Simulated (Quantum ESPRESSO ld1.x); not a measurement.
Values are calculated unless marked as measured or tabulated.
These are the eigenvalues of the occupied orbitals of an atom or ion with whole-number occupations (eV). Code: ld1.x of Quantum ESPRESSO 7.5. Model: scalar-relativistic Kohn-Sham, LDA (Slater exchange, Perdew-Wang correlation), spin-polarised, spherical densities, point nucleus.

| orbital | eigenvalue |
|---|---|
| 1s up | -10941.0 |
| 1s down | -10940.9 |
| 2s up | -1369.26 |
| 2s down | -1369.24 |
| 2p up | -1197.88 |
| 2p down | -1197.83 |
| 3s up | -167.583 |
| 3s down | -167.512 |
| 3p up | -115.237 |
| 3p down | -115.150 |
| 3d up | -29.4525 |
| 3d down | -29.2833 |
| 4s up | -12.3697 |
| 4s down | -11.1131 |
| 4p up | -4.4697 |

Which element is it, and in what charge state? The configuration may be excited. Open shells, if any, are filled with parallel spins first.

Answer. Z = 32, germanium, charge 0: Ge in [Ar] 3d10 4s2 4p2. The list shows which subshells hold electrons but not how many an open one holds; the 1s level, -402.07 hartree, gives Z - s = 28.4 by -(Z - s)^2/2, which with screening and relativity narrows Z to a few neighbours, and the depths of the outer levels then fix element, charge and occupations together.
